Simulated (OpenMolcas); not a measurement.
N IV: effect of the IPEA shift

```
Program             : OpenMolcas 26.06
Basis               : ANO-RCC-VTZP [4s3p2d1f]
Scalar Hamiltonian  : DKH2, point nucleus
Active space        : 2 electrons in 9 orbitals (RAS2 2s 2p; RAS3 3d, at most 2 electrons)
State averaging     : 2S+1 = 3 even, 3 roots; 2S+1 = 1 even, 7 roots; 2S+1 = 3 odd, 3 roots; 2S+1 = 1 odd, 3 roots
Spin-orbit coupling : state interaction with AMFI integrals over the reference wave functions, term energies averaged over their components
```

Methods on the same reference wave functions:
A. RASSCF
B. MS-RASPT2, IPEA 0 Eh, imaginary shift 0.1 Eh (closed shells correlated: 1s)
C. MS-RASPT2, IPEA 0.25 Eh, imaginary shift 0.1 Eh (closed shells correlated: 1s)

Energies in cm⁻¹ above 2s² ¹S₀, the measured ground level; measured values from Moore, Selected Tables of Atomic Spectra, NSRDS-NBS 3, section 4.

| Level | A | B | C | Measured |
| --- | --- | --- | --- | --- |
| 2s² ¹S₀ | 0.0 | 0.0 | 0.0 | 0.0 |
| 2s 2p ³P°₀ | 67082 | 67127 | 67129 | 67209 |
| 2s 2p ³P°₁ | 67152 | 67197 | 67198 | 67272 |
| 2s 2p ³P°₂ | 67292 | 67337 | 67338 | 67416 |
| 2s 2p ¹P°₁ | 133479 | 131832 | 131848 | 130694 |
| 2p² ³P₀ | 176680 | 175808 | 175828 | 175535 |
| 2p² ³P₁ | 176749 | 175877 | 175898 | 175608 |
| 2p² ³P₂ | 176886 | 176014 | 176034 | 175733 |
| 2p² ¹D₂ | 191448 | 189664 | 189677 | 188882 |
| 2p² ¹S₀ | 243249 | 237492 | 237569 | 235369 |

Deviations, from unrounded energies. A percentage is the sum of absolute deviations over the sum of measured energies, with the sign that they share, or ± where signs differ.

```json
{"Against measurement": "mean absolute deviation (cm-1)", "Levels": "9", "A": "1900", "B": "570", "C": "580"}
{"Against measurement": "other configurations (%)", "Levels": "9", "A": "±1.3", "B": "±0.4", "C": "±0.4"}
```

B, C lie about equally close to measurement and A furthest from it. The largest miss of B in the table is 2p² ¹S₀, by +2100 cm-1. The ranking rests on the paired levels alone, and a cruder setting can come out closer through cancelling errors.

Between B and C the level of the table that moves most is 2p² ¹S₀, by 78 cm-1 (lowest in B, highest in C).

The lowest spin-free term lies below A's lowest term by 0.007 hartree in B, 0.007 hartree in C.

Active for correlation alone: 3d; no level in the range computed is led by a configuration that fills it, so any true level of that kind is missing. Computed and measured levels are paired by configuration, term and J; levels that our copy of the source lacks, or whose pairing is in doubt (as where it misses far off the trend of its configuration), stay unpaired and out of the deviations. Only configurations of the active space appear.

° marks odd parity.
